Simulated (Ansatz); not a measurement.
Ligand exchange: CuBr + C2H3IO → CuI + C2H3BrO

Species: CuBr (copper(i) bromide), singlet; C2H3IO (acetyl iodide) `CC(=O)I`, singlet; CuI, singlet; C2H3BrO `CC(=O)Br`, singlet. The partners trade Br for I: Cu–Br and C–I bonds give way to Cu–I and C–Br.

Shapes, held fixed at every level: PBE0-D4/def2-TZVP. Programs: Ansatz 0.2.0. The zero-point and thermal change to 298 K, harmonic and unscaled (PBE0-D4/def2-TZVP), is +0.7 kJ/mol.

(1) Estimate ΔH(298 K) of this reaction.

Answers

(1) wB97M-V/def2-TZVPP gives ΔH(298 K) = -20.6 kJ/mol; the levels span -21.9 to -17.4. The median of the levels is -20.3. No measured value is set beside it here. For atoms past krypton def2 sets carry core potentials with scalar relativity. Relativity is left out for Br, Cu. Times are processor times on shared x86 and Arm servers, and rough.

```json
{"level": "SPW92/def2-TZVPP", "kind": "LDA", "ΔH(298 K) (kJ/mol)": "-21.9", "CPU time (sum over the molecules)": "8.8 s"}
{"level": "PBE-D4/def2-TZVPP", "kind": "GGA", "ΔH(298 K) (kJ/mol)": "-18.1", "CPU time (sum over the molecules)": "17 s"}
{"level": "r2SCAN-D4/def2-TZVPP", "kind": "meta-GGA", "ΔH(298 K) (kJ/mol)": "-18.0", "CPU time (sum over the molecules)": "30 s"}
{"level": "B3LYP-D4/def2-TZVPP", "kind": "global hybrid", "ΔH(298 K) (kJ/mol)": "-17.4", "CPU time (sum over the molecules)": "25 s"}
{"level": "BHLYP-D4/def2-TZVPP", "kind": "global hybrid", "ΔH(298 K) (kJ/mol)": "-20.3", "CPU time (sum over the molecules)": "21 s"}
{"level": "r2SCAN0-D4/def2-TZVPP", "kind": "global hybrid", "ΔH(298 K) (kJ/mol)": "-20.8", "CPU time (sum over the molecules)": "30 s"}
{"level": "wB97M-V/def2-TZVPP", "kind": "range-separated hybrid", "ΔH(298 K) (kJ/mol)": "-20.6", "CPU time (sum over the molecules)": "65 s"}
```
